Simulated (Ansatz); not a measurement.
Nudged elastic band run: BClF2H

Input file:

```yaml
crystal:
  periodic: [false, false, false]
  atoms:
    - { symbol: B, position_ang: [0.0, -0.000363, -0.078644] }
    - { symbol: H, position_ang: [0.0, -0.000164, 1.114645] }
    - { symbol: F, position_ang: [1.118845, 0.000204, -0.745764] }
    - { symbol: F, position_ang: [-1.118845, 0.000204, -0.745764] }
    - { symbol: Cl, position_ang: [0.0, 0.00012, 3.685525] }
magnetization:
  spin_polarized: true
  initial_magnetization: 1
basis:
  gaussian: { orbitals: def2-SVP }
hamiltonian:
  xc: { name: BHLYP }
  dispersion: d4
neb:
  order_check: false
  images: 7
  f_tol: 0.05
  max_iterations: 60
  max_displacement: 0.5
  optimiser: fire
  final_atoms:
    - { symbol: B, position_ang: [1.096e-05, -0.0058358, -0.21681305] }
    - { symbol: H, position_ang: [-0.00011474, -0.00988047, 1.91433843] }
    - { symbol: F, position_ang: [1.13337885, 0.00536692, -0.83996456] }
    - { symbol: F, position_ang: [-1.13333315, 0.00536689, -0.84001033] }
    - { symbol: Cl, position_ang: [5.808e-05, 0.00498347, 3.21244751] }
  initial_path:
    images:
      - { positions_ang: [[0.0, -0.000363, -0.078644], [0.0, -0.000164, 1.114645], [1.118845, 0.000204, -0.745764], [-1.118845, 0.000204, -0.745764], [0.0, 0.00012, 3.685525]] }
      - { positions_ang: [[0.0, -0.00027041, -0.0589831], [0.0, -0.00012515, 1.19598365], [1.12490875, 0.00015668, -0.7243231], [-1.12490875, 0.00015668, -0.7243231], [0.0, 8.321e-05, 3.54164365]] }
      - { positions_ang: [[0.0, -0.00017781, -0.0393222], [0.0, -8.631e-05, 1.2773223], [1.1309725, 0.00010935, -0.7028822], [-1.1309725, 0.00010935, -0.7028822], [0.0, 4.642e-05, 3.3977623]] }
      - { positions_ang: [[0.0, -8.522e-05, -0.0196613], [0.0, -4.746e-05, 1.35866095], [1.13703625, 6.203e-05, -0.6814413], [-1.13703625, 6.203e-05, -0.6814413], [0.0, 9.63e-06, 3.25388095]] }
      - { positions_ang: [[0.0, 7.37e-06, -4.0e-07], [0.0, -8.62e-06, 1.4399996], [1.1431, 1.47e-05, -0.6600004], [-1.1431, 1.47e-05, -0.6600004], [0.0, -2.717e-05, 3.1099996]] }
      - { positions_ang: [[2.74e-06, -0.00145342, -0.05420356], [-2.869e-05, -0.00247658, 1.55858431], [1.14066971, 0.00135276, -0.70499144], [-1.14065829, 0.00135275, -0.70500288], [1.452e-05, 0.00122549, 3.13561158]] }
      - { positions_ang: [[5.48e-06, -0.00291421, -0.10840673], [-5.737e-05, -0.00494455, 1.67716901], [1.13823942, 0.00269081, -0.74998248], [-1.13821657, 0.0026908, -0.75000536], [2.904e-05, 0.00247815, 3.16122355]] }
      - { positions_ang: [[8.22e-06, -0.004375, -0.16260989], [-8.606e-05, -0.00741251, 1.79575372], [1.13580914, 0.00402886, -0.79497352], [-1.13577486, 0.00402884, -0.79500785], [4.356e-05, 0.00373081, 3.18683553]] }
      - { positions_ang: [[1.096e-05, -0.0058358, -0.21681305], [-0.00011474, -0.00988047, 1.91433843], [1.13337885, 0.00536692, -0.83996456], [-1.13333315, 0.00536689, -0.84001033], [5.808e-05, 0.00498347, 3.21244751]] }
```

Run as:

```bash
$ ansatz run input.yaml --threads 1 --pin off --max-ram 2048MiB --backend cpu --events-out ev --progress --plain --runs-dir out
```

Output, in part (warnings, iteration lines, the closing report on the highest movable image, with atoms numbered from 0):

```
NEB end point (image 0): max|allowed force component| = 1.544e-2 eV/Å (the criterion of neb.relax_end_points is 1.000e-2)
NEB end point (image 8): max|allowed force component| = 1.747e-2 eV/Å (the criterion of neb.relax_end_points is 1.000e-2)
NEB iter   1: max|band force component| = 1.956e0 eV/Å  barrier→ = 0.7317 eV  barrier← = 0.1730 eV  Δτ_max = 0.0282 Å  (649 SCF iters)
NEB iter   2: max|band force component| = 1.636e0 eV/Å  barrier→ = 0.6569 eV  barrier← = 0.0981 eV  Δτ_max = 0.0524 Å  (348 SCF iters)
NEB iter   3: max|band force component| = 1.219e0 eV/Å  barrier→ = 0.6263 eV  barrier← = 0.0676 eV  Δτ_max = 0.0044 Å  (388 SCF iters)
NEB iter   4: max|band force component| = 1.018e0 eV/Å  barrier→ = 0.6152 eV  barrier← = 0.0565 eV  Δτ_max = 0.0076 Å  (265 SCF iters)
NEB iter   5: max|band force component| = 9.371e-1 eV/Å  barrier→ = 0.6005 eV  barrier← = 0.0418 eV  Δτ_max = 0.0114 Å  (291 SCF iters)
NEB iter   6: max|band force component| = 8.139e-1 eV/Å  barrier→ = 0.5887 eV  barrier← = 0.0300 eV  Δτ_max = 0.0029 Å  (283 SCF iters)
NEB iter   7: max|band force component| = 7.909e-1 eV/Å  barrier→ = 0.5848 eV  barrier← = 0.0261 eV  Δτ_max = 0.0058 Å  (261 SCF iters)
NEB iter   8: max|band force component| = 7.412e-1 eV/Å  barrier→ = 0.5782 eV  barrier← = 0.0195 eV  Δτ_max = 0.0086 Å  (270 SCF iters)
NEB iter   9: max|band force component| = 6.574e-1 eV/Å  barrier→ = 0.5701 eV  barrier← = 0.0114 eV  Δτ_max = 0.0024 Å  (272 SCF iters)
NEB iter  10: max|band force component| = 6.291e-1 eV/Å  barrier→ = 0.5681 eV  barrier← = 0.0093 eV  Δτ_max = 0.0046 Å  (253 SCF iters)
NEB iter  11: max|band force component| = 5.728e-1 eV/Å  barrier→ = 0.5652 eV  barrier← = 0.0064 eV  Δτ_max = 0.0067 Å  (262 SCF iters)
NEB iter  12: max|band force component| = 4.912e-1 eV/Å  barrier→ = 0.5648 eV  barrier← = 0.0061 eV  CI = image 6  Δτ_max = 0.0084 Å  (266 SCF iters)
NEB iter  13: max|band force component| = 3.977e-1 eV/Å  barrier→ = 0.5647 eV  barrier← = 0.0059 eV  CI = image 6  Δτ_max = 0.0014 Å  (256 SCF iters)
NEB iter  14: max|band force component| = 3.895e-1 eV/Å  barrier→ = 0.5646 eV  barrier← = 0.0059 eV  CI = image 6  Δτ_max = 0.0028 Å  (245 SCF iters)
NEB iter  15: max|band force component| = 3.726e-1 eV/Å  barrier→ = 0.5646 eV  barrier← = 0.0059 eV  CI = image 6  Δτ_max = 0.0042 Å  (256 SCF iters)
NEB iter  16: max|band force component| = 3.453e-1 eV/Å  barrier→ = 0.5646 eV  barrier← = 0.0058 eV  CI = image 6  Δτ_max = 0.0012 Å  (294 SCF iters)
NEB iter  17: max|band force component| = 3.347e-1 eV/Å  barrier→ = 0.5645 eV  barrier← = 0.0058 eV  CI = image 6  Δτ_max = 0.0024 Å  (235 SCF iters)
NEB iter  18: max|band force component| = 3.138e-1 eV/Å  barrier→ = 0.5645 eV  barrier← = 0.0058 eV  CI = image 6  Δτ_max = 0.0036 Å  (242 SCF iters)
NEB iter  19: max|band force component| = 2.830e-1 eV/Å  barrier→ = 0.5645 eV  barrier← = 0.0058 eV  CI = image 6  Δτ_max = 0.0046 Å  (278 SCF iters)
NEB iter  20: max|band force component| = 2.429e-1 eV/Å  barrier→ = 0.5645 eV  barrier← = 0.0058 eV  CI = image 6  Δτ_max = 0.0055 Å  (239 SCF iters)
NEB iter  21: max|band force component| = 1.939e-1 eV/Å  barrier→ = 0.5645 eV  barrier← = 0.0058 eV  CI = image 6  Δτ_max = 0.0062 Å  (281 SCF iters)
NEB iter  22: max|band force component| = 1.366e-1 eV/Å  barrier→ = 0.5645 eV  barrier← = 0.0058 eV  CI = image 6  Δτ_max = 0.0073 Å  (296 SCF iters)
NEB iter  23: max|band force component| = 1.019e-1 eV/Å  barrier→ = 0.5645 eV  barrier← = 0.0058 eV  CI = image 6  Δτ_max = 0.0080 Å  (290 SCF iters)
NEB iter  24: max|band force component| = 1.208e-1 eV/Å  barrier→ = 0.5645 eV  barrier← = 0.0058 eV  CI = image 6  Δτ_max = 0.0006 Å  (251 SCF iters)
NEB iter  25: max|band force component| = 1.125e-1 eV/Å  barrier→ = 0.5645 eV  barrier← = 0.0058 eV  CI = image 6  Δτ_max = 0.0012 Å  (242 SCF iters)
NEB iter  26: max|band force component| = 9.678e-2 eV/Å  barrier→ = 0.5645 eV  barrier← = 0.0058 eV  CI = image 6  Δτ_max = 0.0017 Å  (270 SCF iters)
NEB iter  27: max|band force component| = 7.562e-2 eV/Å  barrier→ = 0.5645 eV  barrier← = 0.0058 eV  CI = image 6  Δτ_max = 0.0021 Å  (275 SCF iters)
NEB iter  28: max|band force component| = 5.428e-2 eV/Å  barrier→ = 0.5645 eV  barrier← = 0.0058 eV  CI = image 6  Δτ_max = 0.0023 Å  (275 SCF iters)
NEB iter  29: max|band force component| = 5.245e-2 eV/Å  barrier→ = 0.5645 eV  barrier← = 0.0058 eV  CI = image 6  Δτ_max = 0.0023 Å  (241 SCF iters)
NEB iter  30: max|band force component| = 5.256e-2 eV/Å  barrier→ = 0.5645 eV  barrier← = 0.0058 eV  CI = image 6  Δτ_max = 0.0024 Å  (277 SCF iters)
NEB iter  31: max|band force component| = 4.607e-2 eV/Å  barrier→ = 0.5645 eV  barrier← = 0.0058 eV  CI = image 6  Δτ_max = 0.0000 Å  (642 SCF iters)
Total energy: -18638.98429877 eV, -684.9700390223 hartree
Atom 0 at    -0.000002    -0.001125    -0.100251 Å, force    -0.000007     0.000340     0.001555 eV/Å
Atom 1 at    -0.000030    -0.004438     1.716486 Å, force     0.000019     0.000143    -0.001198 eV/Å
Atom 2 at     1.132925     0.001885    -0.720995 Å, force     0.008135    -0.000167     0.001263 eV/Å
Atom 3 at    -1.132909     0.001885    -0.721033 Å, force    -0.008141    -0.000167     0.001247 eV/Å
Atom 4 at     0.000016     0.001794     3.055791 Å, force    -0.000007    -0.000148    -0.002867 eV/Å
Dipole moment:    -0.000009    -0.001734    -0.352671 e Å
```

The forces met the threshold. The top lies less than 8 meV above the higher end, about what the thresholds resolve: that end is a shoulder or a very shallow well. Another band between the same ends (7 images) ends at a top of the same energy, where a vibrational analysis finds 1 clearly imaginary mode.

Final band (atoms are numbered from 1 in the order of the input):

```json
{"image": "0", "path coordinate (Å)": "0.00", "energy (eV)": "0.00", "B1–H2 (Å)": "1.19", "H2–Cl5 (Å)": "2.57"}
{"image": "1", "path coordinate (Å)": "0.19", "energy (eV)": "0.01", "B1–H2 (Å)": "1.19", "H2–Cl5 (Å)": "2.36"}
{"image": "2", "path coordinate (Å)": "0.38", "energy (eV)": "0.03", "B1–H2 (Å)": "1.20", "H2–Cl5 (Å)": "2.15"}
{"image": "3", "path coordinate (Å)": "0.58", "energy (eV)": "0.09", "B1–H2 (Å)": "1.22", "H2–Cl5 (Å)": "1.91"}
{"image": "4", "path coordinate (Å)": "0.78", "energy (eV)": "0.32", "B1–H2 (Å)": "1.37", "H2–Cl5 (Å)": "1.63"}
{"image": "5", "path coordinate (Å)": "0.97", "energy (eV)": "0.54", "B1–H2 (Å)": "1.60", "H2–Cl5 (Å)": "1.43"}
{"image": "6", "path coordinate (Å)": "1.16", "energy (eV)": "0.56", "B1–H2 (Å)": "1.82", "H2–Cl5 (Å)": "1.34"}
{"image": "7", "path coordinate (Å)": "1.32", "energy (eV)": "0.56", "B1–H2 (Å)": "1.98", "H2–Cl5 (Å)": "1.31"}
{"image": "8", "path coordinate (Å)": "1.48", "energy (eV)": "0.56", "B1–H2 (Å)": "2.13", "H2–Cl5 (Å)": "1.30"}
```

Run time: 12 min on 1 thread of Arm Neoverse V1 (shared host), peak memory 0.17 GiB.
